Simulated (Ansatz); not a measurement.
```json
{"atom": "C", "x (Å)": "-0.0002", "y (Å)": "0.0001", "z (Å)": "0.0043"}
{"atom": "H", "x (Å)": "1.0924", "y (Å)": "-0.0009", "z (Å)": "-0.0014"}
{"atom": "H", "x (Å)": "-0.5468", "y (Å)": "0.9453", "z (Å)": "-0.0014"}
{"atom": "H", "x (Å)": "-0.5454", "y (Å)": "-0.9445", "z (Å)": "-0.0014"}
```

Basis set: cc-pVDZ (spherical functions). Frozen core: 1 orbital. Charge 0, multiplicity 2.

Computed with Ansatz (development build ahead of 0.2.0); each method stands on the lowest determinant of its kind that the runs found.

Task: Give the atomization energy at this shape (free ground-state atoms in the same class of orbitals less the molecule, no zero-point energy) of doublet CH3 by UHF-MP2, UHF.

Result:

| method | atomization energy |
| --- | --- |
| UHF-MP2 | 285.19 kcal/mol |
| UHF | 237.95 kcal/mol |
